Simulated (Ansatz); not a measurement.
Isolated molecules relaxed with PBE0-D4/def2-TZVP in Ansatz; ΔE leaves out vibrations. CBS: MP2 limit from def2 TZ/QZ plus the TZ coupled-cluster correction, frozen cores. This one scheme is used for every species. Functionals use def2-TZVPP. Elements past krypton have def2 core potentials. For Te outer-core shells are correlated without core-valence functions, which leaves a few kJ/mol of doubt a bond. One conformer a species, not always the lowest.

`O[Si](O)(F)Cl` + H₂Te → `O[Si](F)(Cl)[TeH]` + H₂O  (ligand exchange at the Si–O bond)

`O[Si](O)(F)Cl`:

```xyz
7

O    -0.669    0.716    0.942
Si    0.185   -0.257   -0.032
O    -0.128    0.137   -1.564
F     1.726   -0.105    0.301
Cl   -0.253   -2.216    0.224
H    -0.524    0.673    1.888
H    -0.337    1.052   -1.758
```

H₂Te:

Z-matrix (Å, degrees):
```
Te
H 1 1.656
H 1 1.656 2 90.4
```

`O[Si](F)(Cl)[TeH]`:

Cartesian coordinates in Å:
```
O -0.684 -0.277 -1.606
Si 0.082 -0.411 -0.182
F 1.230 -1.465 -0.442
Cl -1.119 -1.192 1.270
Te 0.980 1.788 0.507
H -1.488 0.246 -1.639
H 1.000 1.311 2.092
```

H₂O:

Z-matrix (Å, degrees):
```
O
H 1 0.960
H 1 0.960 2 105.1
```

Question: Is it downhill or uphill in electronic energy at CCSD(T)/CBS, and by how much? (Best estimate.)

Answer: Computed: Uphill: ΔE = +13.9 kcal/mol.

Question: What do these levels give: PBE-D4, SCS-MP2/def2-TZVPP, HF/def2-QZVPP, HF/CBS(def2), MP2/CBS(def2), CCSD/CBS(def2)? (Best estimate.)

Answer: The calculation gave: PBE-D4 11.0, SCS-MP2/def2-TZVPP 16.3, HF/def2-QZVPP 22.2, HF/CBS(def2) 22.2, MP2/CBS(def2) 11.7, CCSD/CBS(def2) 15.0 kcal/mol.

Largest T1 diagnostic among the species: 0.011.

From PBE to PBE0 (25 % exact exchange), in def2-TZVPP and without D4, ΔE moves by +1.6 kcal/mol. The D4 term adds −2.1 kcal/mol with B3LYP and −1.2 kcal/mol with PBE0; it sums over pairs of atoms, weighted by their polarisabilities, and B3LYP, whose exchange is more repulsive, gets the larger term. In def2-TZVPP, CCSD(T) changes the Hartree–Fock value by −5.6 kcal/mol (the triples alone add −1.1 kcal/mol) and MP2 by −7.7 kcal/mol.

B3LYP here is the variant with VWN-RPA as its local correlation; programs differ in this.
